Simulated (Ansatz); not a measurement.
Consider the redistribution: `OCN[SiH3]` + `[SiH3][O][InH][Br]` → `OCN[SiH2]Br` + `[SiH3][O][InH2]`.

Program: Ansatz. Geometries: PBE0-D4/def2-TZVP. ΔE: electronic, gas phase. CCSD(T)/CBS is the MP2 limit (def2-TZVPP, def2-QZVPP) plus CCSD(T) − MP2 in def2-TZVPP, frozen cores. Elements past krypton have def2 core potentials. For Br, In outer-core shells are correlated without core-valence functions, which leaves a few kJ/mol of doubt a bond. Scalar relativity is left out up to krypton. One conformer a species, not always the lowest.

`OCN[SiH3]`:

Cartesian coordinates in Å:
```
O -0.096 1.842 1.345
C 0.216 1.205 0.132
N -0.580 0.036 -0.098
Si 0.046 -1.494 -0.571
H -0.059 1.173 2.035
H 0.065 1.973 -0.633
H 1.273 0.904 0.102
H -1.559 0.236 -0.238
H 1.233 -1.787 0.276
H 0.484 -1.588 -1.994
H -1.024 -2.502 -0.356
```

`[SiH3][O][InH][Br]`:

```xyz
8

Si    1.197    0.464   -0.650
O     0.368   -0.758    0.050
In   -1.402   -0.966    0.881
Br   -2.639    1.158    0.819
H     0.486    0.989   -1.850
H     2.527   -0.050   -1.072
H     1.402    1.597    0.296
H    -1.938   -2.433    1.526
```

`OCN[SiH2]Br`:

Cartesian coordinates in Å:
```
O 0.678 0.447 1.961
C 0.521 0.921 0.647
N -0.544 0.274 -0.074
Si -0.365 -1.149 -0.997
Br 0.629 -0.803 -2.973
H -0.169 0.524 2.409
H 0.344 2.003 0.636
H 1.483 0.735 0.165
H -1.372 0.834 -0.201
H 0.508 -2.104 -0.284
H -1.713 -1.682 -1.290
```

`[SiH3][O][InH2]`:

```xyz
8

Si   -0.433   -1.300   -0.363
O    -0.453    0.069    0.506
In    0.525    1.804    0.581
H     0.621   -1.270   -1.424
H    -1.745   -1.517   -1.036
H    -0.161   -2.477    0.511
H    -0.103    2.778    1.827
H     1.749    1.914   -0.602
```

```csv
level,ΔE (kcal/mol)
MP2/def2-QZVPP,8.3
CCSD/CBS(def2),8.8
```

Task: What does CCSD(T)/CBS give? (Estimate.)

Result: The calculation gave: +8.6 kcal/mol. The listed levels differ from it by -0.3, 0.2 kcal/mol.

Largest T1 diagnostic among the species: 0.015.

In def2-TZVPP, CCSD(T) changes the Hartree–Fock value by −3.0 kcal/mol (the triples alone add −0.2 kcal/mol) and MP2 by −3.2 kcal/mol.
